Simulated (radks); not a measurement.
Values are calculated unless marked as measured or tabulated.
Problem. Species: Er2+. Configuration: [Xe] 4f12. Level of theory: Dirac Kohn-Sham, AM05, spin-unpolarised, spherical densities, finite nucleus; open shells fill j = l - 1/2 first; Fermi nuclear charge, rms radius 5.2516 fm (a radial shooting solver on a logarithmic mesh with Libxc functionals). Some entries of the table are withheld. Estimate them.

| orbital | occ. | eigenvalue (eV) | <r> (bohr) | <1/r> (bohr^-1) |
|---|---|---|---|---|
| 1s1/2 | 2 | -57259.97 | 0.02038 | 77.49 |
| 2s1/2 | 2 | (1) | 0.08595 | 18.64 |
| 2p1/2 | 2 | -9173.729 | 0.07150 | 18.62 |
| 2p3/2 | 4 | -8258.107 | 0.07877 | 16.15 |
| 3s1/2 | 2 | -2167.396 | 0.2251 | 6.819 |
| 3p1/2 | 2 | -1967.852 | 0.2148 | 6.738 |
| 3p3/2 | 4 | -1775.583 | 0.2285 | 6.106 |
| 3d3/2 | 4 | -1433.195 | 0.2013 | 5.994 |
| 3d5/2 | 6 | -1391.132 | 0.2056 | 5.839 |
| 4s1/2 | 2 | -438.2942 | 0.5084 | 2.855 |
| 4p1/2 | 2 | -358.5494 | 0.5173 | 2.747 |
| 4p3/2 | 4 | -315.1488 | 0.5491 | 2.527 |
| 4d3/2 | 4 | -183.6819 | 0.5777 | 2.306 |
| 4d5/2 | 6 | -175.7962 | 0.5890 | 2.251 |
| 5s1/2 | 2 | -66.2140 | 1.253 | 1.066 |
| 5p1/2 | 2 | -44.6407 | 1.411 | 0.9350 |
| 5p3/2 | 4 | -39.1997 | 1.518 | 0.8581 |
| 4f5/2 | 6 | -18.0092 | (2) | 1.663 |
| 4f7/2 | 6 | -16.9221 | (3) | 1.634 |
| 6s1/2 | 0 | (4) | 3.318 | 0.3826 |
| 5d3/2 | 0 | -13.5594 | 2.389 | (5) |
| 5d5/2 | 0 | -13.1943 | 2.450 | (6) |

Solution. 
(1) 2s1/2 eigenvalue (eV): -9627.362
(2) 4f5/2 <r> (bohr): 0.8100
(3) 4f7/2 <r> (bohr): 0.8290
(4) 6s1/2 eigenvalue (eV): -14.5835
(5) 5d3/2 <1/r> (bohr^-1): 0.5384
(6) 5d5/2 <1/r> (bohr^-1): 0.5238
